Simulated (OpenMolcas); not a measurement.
# How methods differ on C2H5AlBN (SMILES B[C]1=C[NH][AlH]1)

The species is C2H5AlBN (10 atoms), meant as a singlet with charge 0. As SMILES, `B[C]1=C[NH][AlH]1`. The coordinates come from a PBE0-D4/def2-TZVP relaxation.

Quantity: the dipole moment, in D. The values are calculated.

```csv
level,kind,program,value (D),CPU time
HF/6-31G* (spherical functions),Hartree–Fock,OpenMolcas,3.64,7.7 s
SVWN5/6-31G* (spherical functions),LDA,OpenMolcas,4.26,20 s
PBE/6-31G* (spherical functions),GGA,OpenMolcas,4.19,30 s
revPBE/6-31G* (spherical functions),GGA,OpenMolcas,4.17,30 s
M06-L/6-31G* (spherical functions),meta-GGA,OpenMolcas,4.22,41 s
r2SCAN/6-31G* (spherical functions),meta-GGA,OpenMolcas,4.14,41 s
B3LYP/6-31G* (spherical functions),global hybrid,OpenMolcas,4.02,30 s
B3LYP/6-31G* (Cartesian functions),global hybrid,OpenMolcas,4.01,33 s
```

The values span 3.64 to 4.26 D. Magnitudes only. CPU times are rough (shared hosts, several kinds of processor): they show what a rung costs within a factor of a few.
